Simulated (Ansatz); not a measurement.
Basis-set series for `C#[C][Ga][CH3]` radical. Total charge 0; spin multiplicity 2. All single points use the PBE0-D4/def2-TZVP geometry.

Cartesian coordinates in Å:
```
C 0.454 1.594 2.178
C -0.078 0.886 1.350
Ga -1.110 -0.221 0.141
C -0.194 -1.017 -1.430
H 0.934 2.216 2.898
H 0.232 -0.203 -2.022
H 0.624 -1.642 -1.064
H -0.862 -1.613 -2.050
```

```json
{"functional": "PBE0-D4", "basis": "def2-SVP", "functions": "94", "energy (Eh)": "-2040.74560", "HOMO (eV)": "-5.40", "LUMO (eV)": "-2.30"}
{"functional": "PBE0-D4", "basis": "def2-TZVPP", "functions": "197", "energy (Eh)": "-2041.12387", "HOMO (eV)": "-5.47", "LUMO (eV)": "-2.35"}
{"functional": "ωB97M-V", "basis": "def2-SVP", "functions": "94", "energy (Eh)": "-2040.97958", "HOMO (eV)": "-7.36", "LUMO (eV)": "-0.64"}
{"functional": "ωB97M-V", "basis": "def2-TZVPP", "functions": "197", "energy (Eh)": "-2041.36298", "HOMO (eV)": "-7.42", "LUMO (eV)": "-0.69"}
```

Give the rows for def2-QZVPP. (An estimate is asked.)

The calculation gave: 
```
functional       basis  functions  energy (Eh)  HOMO (eV)  LUMO (eV)
   PBE0-D4  def2-QZVPP        380  -2041.17366      -5.49      -2.39
   ωB97M-V  def2-QZVPP        380  -2041.41112      -7.45      -0.80
```

HOMO and LUMO are taken over both spins. Scalar relativity is left out up to krypton.

Program: Ansatz 0.2.0.
